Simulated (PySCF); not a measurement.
Species: C3H10OSi2.
Atom-mapped SMILES: `[SiH3:1][O:2][CH:3]1[CH2:4][SiH2:5][CH2:6]1` (hydrogens: H7, H8, H9 on Si1; H10 on C3; H11, H12 on C4; H13, H14 on Si5; H15, H16 on C6)

The same species was optimised twice, with GFN2-xTB and with PBE0-D3(BJ)/def2-SVP (PySCF), and the same property calculations (PySCF, gas phase) were run on both structures.

| coordinate | GFN2-xTB | PBE0-D3(BJ)/def2-SVP | change |
| --- | --- | --- | --- |
| Si1–O2 (Å) | 1.614 | 1.667 | +0.053 |
| Si5–C6 (Å) | 1.909 | 1.897 | -0.012 |
| C4–Si5 (Å) | 1.909 | 1.898 | -0.011 |
| O2–C3 (Å) | 1.393 | 1.404 | +0.011 |
| C3–C4 (Å) | 1.543 | 1.548 | +0.005 |
| C3–C6 (Å) | 1.541 | 1.540 | -0.001 |
| Si1–O2–C3 (°) | 130.5 | 124.0 | -6.5 |
| C3–C4–Si5 (°) | 90.6 | 86.7 | -3.9 |
| C3–C6–Si5 (°) | 90.7 | 87.0 | -3.7 |
| O2–C3–C4 (°) | 114.5 | 116.2 | +1.7 |
| C4–Si5–C6 (°) | 76.3 | 77.6 | +1.3 |
| C4–C3–C6 (°) | 99.8 | 100.8 | +1.0 |
| O2–C3–C6 (°) | 112.2 | 112.9 | +0.7 |
| Si1–O2–C3–C4 (°) | 71 | 69 | -2 |

Rotational constants: A = 7197, B = 1096, C = 1007 MHz (GFN2-xTB) against A = 7060, B = 1104, C = 1008 MHz (PBE0-D3(BJ)/def2-SVP). Point groups within 0.08 Å: C1 and C1.

On the GFN2-xTB structure: lowest singlet, TDDFT (eV) 6.72 [PBE0/def2-SVPD]; isotropic polarisability (au) 90.5 [PBE0/def2-SVPD]; HOMO (eV) -7.79 [PBE0/def2-SVPD]; LUMO (eV) 0.17 [PBE0/def2-SVPD]; dipole (D) 0.88 [PBE0/def2-SVPD]; HOMO (eV) -7.76 [PBE0/pcSseg-1]; LUMO (eV) 0.37 [PBE0/pcSseg-1]; dipole (D) 0.94 [PBE0/pcSseg-1]; GIAO shielding of Si1 (ppm) 396.2 [PBE0/pcSseg-1]; GIAO shielding of O2 (ppm) 267.0 [PBE0/pcSseg-1]; GIAO shielding of C3 (ppm) 115.9 [PBE0/pcSseg-1]; GIAO shielding of C4/C6 (mean) (ppm) 163.5 [PBE0/pcSseg-1]; GIAO shielding of Si5 (ppm) 411.7 [PBE0/pcSseg-1].

Task: What do these properties become on the PBE0-D3(BJ)/def2-SVP structure?

Result: 
```json
{"property": "lowest singlet, TDDFT (eV)", "level": "PBE0/def2-SVPD", "on GFN2-xTB": "6.72", "on PBE0-D3(BJ)/def2-SVP": "6.77", "change": "+0.05"}
{"property": "isotropic polarisability (au)", "level": "PBE0/def2-SVPD", "on GFN2-xTB": "90.5", "on PBE0-D3(BJ)/def2-SVP": "92.9", "change": "+2.4"}
{"property": "HOMO (eV)", "level": "PBE0/def2-SVPD", "on GFN2-xTB": "-7.79", "on PBE0-D3(BJ)/def2-SVP": "-7.83", "change": "-0.04"}
{"property": "LUMO (eV)", "level": "PBE0/def2-SVPD", "on GFN2-xTB": "0.17", "on PBE0-D3(BJ)/def2-SVP": "0.24", "change": "+0.07"}
{"property": "dipole (D)", "level": "PBE0/def2-SVPD", "on GFN2-xTB": "0.88", "on PBE0-D3(BJ)/def2-SVP": "0.72", "change": "-0.16"}
{"property": "energy, GFN2-xTB geometry as zero (kcal/mol)", "level": "PBE0/def2-SVPD", "on GFN2-xTB": "0.0", "on PBE0-D3(BJ)/def2-SVP": "-5.5", "change": "-5.5"}
{"property": "HOMO (eV)", "level": "PBE0/pcSseg-1", "on GFN2-xTB": "-7.76", "on PBE0-D3(BJ)/def2-SVP": "-7.81", "change": "-0.05"}
{"property": "LUMO (eV)", "level": "PBE0/pcSseg-1", "on GFN2-xTB": "0.37", "on PBE0-D3(BJ)/def2-SVP": "0.46", "change": "+0.09"}
{"property": "dipole (D)", "level": "PBE0/pcSseg-1", "on GFN2-xTB": "0.94", "on PBE0-D3(BJ)/def2-SVP": "0.80", "change": "-0.14"}
{"property": "energy, GFN2-xTB geometry as zero (kcal/mol)", "level": "PBE0/pcSseg-1", "on GFN2-xTB": "0.0", "on PBE0-D3(BJ)/def2-SVP": "-4.8", "change": "-4.8"}
{"property": "GIAO shielding of Si1 (ppm)", "level": "PBE0/pcSseg-1", "on GFN2-xTB": "396.2", "on PBE0-D3(BJ)/def2-SVP": "389.5", "change": "-6.7"}
{"property": "GIAO shielding of O2 (ppm)", "level": "PBE0/pcSseg-1", "on GFN2-xTB": "267.0", "on PBE0-D3(BJ)/def2-SVP": "258.3", "change": "-8.7"}
{"property": "GIAO shielding of C3 (ppm)", "level": "PBE0/pcSseg-1", "on GFN2-xTB": "115.9", "on PBE0-D3(BJ)/def2-SVP": "112.3", "change": "-3.6"}
{"property": "GIAO shielding of C4/C6 (mean) (ppm)", "level": "PBE0/pcSseg-1", "on GFN2-xTB": "163.5", "on PBE0-D3(BJ)/def2-SVP": "161.7", "change": "-1.8"}
{"property": "GIAO shielding of Si5 (ppm)", "level": "PBE0/pcSseg-1", "on GFN2-xTB": "411.7", "on PBE0-D3(BJ)/def2-SVP": "409.9", "change": "-1.8"}
```

The heavy atoms differ by 0.137 Å rms after alignment. Among bonds between heavy atoms Si1–O2 changes most (+0.053 Å). Changes are differences of the printed values. Neither structure is proved a minimum here.

Conformer computed: `[SiH3:1][O:2][CH:3]1[CH2:4][SiH2:5][CH2:6]1`: Si1–O2–C3–C4 69°.
